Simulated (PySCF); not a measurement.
## C₆ coefficients of unlike pairs at PBE

Calculated with PySCF 2.14 from the dipole response of each species, C₆(A,B) = (3/π) ∫ α_A(iu) α_B(iu) du, in atomic units, from isotropic polarisabilities. For ions this is the dispersion term alone; charge-induced terms of lower order in 1/R come first.

```
species       configuration                                                                            basis      relativity  α (bohr³)  C₆ (like pair)
    Cd⁺  [Kr] 4d10 5s1 (2S)                                        aug-cc-pwCVDZ-PP with ECP28MDF (6s6p5d3f)  core potential      21.45           121.8
   Ge³⁺  [Ar] 3d10 4s1 (2S)  x2c-QZVPPall with one added diffuse shell each of s, p, d, f type (12s9p6d5f1g)   spin-free X2C      5.846           14.15
    P²⁺   [Ne] 3s2 3p1 (2P)                                                         dyall-acv3z (19s12p6d4f)   spin-free X2C      9.154           32.97
   Ar²⁺   [Ne] 3s2 3p4 (3P)                                                           aug-cc-pwCVDZ (6s5p3d)            none      4.831           17.14
```

Question: Estimate C₆ for P²⁺ with Ge³⁺.

Answer: The integral gives 21.31. The combination rule 2 C_A C_B / (C_A α_B/α_A + C_B α_A/α_B) gives 21.59 and the geometric mean 21.60.

No spin-orbit coupling is included.

The other pairs:

```
      pair     C₆
Ar²⁺, Ge³⁺  15.17
 Ge³⁺, Cd⁺  40.97
 Ar²⁺, Cd⁺  43.03
 Ar²⁺, P²⁺  22.77
  P²⁺, Cd⁺  62.42
```
